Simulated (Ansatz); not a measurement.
Ansatz (a first-principles code) input:

Ansatz 0.2 input:
```yaml
crystal:
  periodic: [false, false, false]
  atoms:
    - {symbol: N, position_ang: [-0.98707337, 0.12204602, 0.64401714]}
    - {symbol: C, position_ang: [0.04891004, -0.01595210, -0.06065348]}
    - {symbol: O, position_ang: [1.06980571, -0.08380837, -0.55735061]}
    - {symbol: H, position_ang: [-1.94239235, -0.08814256, 0.31460582]}
basis:
  gaussian:
    orbitals: def2-TZVPD
hamiltonian:
  xc: {name: PBE-QIDH}
total_charge: 1
magnetization: {spin_polarized: true, initial_magnetization: 1}
correlation: {electrons: outside_noble_gas}
```

### Question
What final total energy does it print?

### Answer
-168.10911 Eh (PBE-QIDH/def2-TZVPD). The basis has 123 functions.
